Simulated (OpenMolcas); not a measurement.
Co2+ in MgO

Co2+ with its 6 nearest oxide ions at 2.118 Å, on the Mg site of MgO (a = 4.2112 Å, distance in the model lattice 2.106 Å). The rest of the host is ab initio model potentials to 7.6 Å, with orthogonalisation functions on the cations behind the ligands, and point charges beyond; the distance is set by hand and nothing relaxes. Ligand basis ANO-RCC-VDZP.

- Program: OpenMolcas
- Method: CASSCF
- Basis: ANO-RCC-VDZP [5s4p2d1f]
- Scalar Hamiltonian: DKH2, point nucleus
- Active space: 7 electrons in 5 orbitals (3d)
- State averaging: 2S+1 = 4 even, 10 roots; 2S+1 = 2 even, 40 roots
- Spin-orbit coupling: state interaction with AMFI integrals over the reference wave functions

The lowest spin-free states (labels of O, the rotations of Oh), above the lowest:

```csv
State,Degeneracy,E (cm-1),Free-ion L (%)
4T1,3,0.0,F (97)
4T2,3,7994,F (100)
2E,2,12581,G (58)
4A2,1,17318,F (100)
2T1,3,19462,G (69)
2T2,3,19812,G (79)
4T1,3,24471,P (97)
2T1,3,25322,P (66)
2A1,1,25746,G (100)
2T2,3,29065,H (63)
2T1,3,30247,H (76)
2E,2,32423,H (61)
2T2,3,35920,D (67)
2T1,3,36997,H (63)
2E,2,37426,D (42)
2T2,3,46393,F (93)
2T1,3,48409,F (88)
2A2,1,48983,F (100)
2E,2,71863,D (99)
2T2,3,72180,D (92)
```

The lowest levels with spin-orbit coupling:

```tsv
E (cm-1)	Degeneracy	Label	2S+1	g
0.0	2	Γ6	4	4.39 4.39 4.39
353.5	4	Γ8	4	
931.5	4	Γ8	4	
1017	2	Γ7	4	0.93 0.93 0.93
8519	2	Γ6	4	2.46 2.46 2.46
8561	4	Γ8	4	
8670	4	Γ8	4	
8860	2	Γ7	4	2.85 2.85 2.85
13221	4	Γ8	2	
17977	4	Γ8	4	
19837	4	Γ8	2	
20374	2	Γ6	2	1.00 1.00 1.00
20525	4	Γ8	2	
20754	2	Γ7	2	1.15 1.15 1.15
24667	4	Γ8	4 (65 %)	
24859	2	Γ7	4	2.57 2.57 2.57
24867	4	Γ8	4	
25258	2	Γ6	4 (76 %)	2.34 2.34 2.34
26057	2	Γ6	2 (86 %)	1.95 1.95 1.95
26381	4	Γ8	2 (66 %)
```

Powder χT (cm3 K/mol): 1.83 at 2 K, 1.91 at 10 K, 2.3 at 50 K, 2.77 at 100 K, 3.31 at 200 K, 3.47 at 300 K. The effective moment at 300 K is 2.828 √(χT) = 5.27 μB.

The lowest level has 2S+1 = 4, for which the spin-only value is χT = S(S+1) / 2 = 1.875 cm3 K/mol (g = 2). The computed 3.467 at 300 K differs by +1.592, through orbital momentum, spin-orbit coupling and any other state in reach. With a threefold ground state the orbital momentum is unquenched, so the spin-only value is not expected to hold.

Metal share of the active 3d orbitals (Löwdin): 93, 93, 98, 98, 98 %; Mulliken charge of the metal 1.30.

A least-squares ligand-field fit to the states below 45000 cm-1, each weighted by its degeneracy and with a free common offset, gives 10Dq = 9067 cm-1, B = 1180 cm-1 and C = 4348 cm-1 (C/B = 3.68), with an rms deviation of 90 cm-1.

The same method and metal basis give the free ion B = 1230 cm-1 (fit to its terms below 60000 cm-1, rms deviation 20 cm-1), so the nephelauxetic ratio is β = 1180 / 1230 = 0.96; it hangs on how both fits weigh the states, and computed free-ion B values tend to be too large, so β mixes covalency with correlation.

An orbital triplet at a regular site is open to Jahn-Teller coupling, which can distort the site and quench the lowest spin-orbit gaps and is left out. Without dynamic correlation the repulsion within the d shell is too large (B by tens of per cent), so at a given field states of lower spin stand too high. Ligand-to-metal charge-transfer states are missing. With no ligand orbital active B as a rule stays too high, so bands that hang on it stand too high and its fall with covalency is understated. With metal d orbitals alone and no dynamic correlation 10Dq can be off by a tenth to a fifth, either way, in oxide and fluoride hosts. No measured value stands beside these numbers; the geometry was set by hand and not optimised.
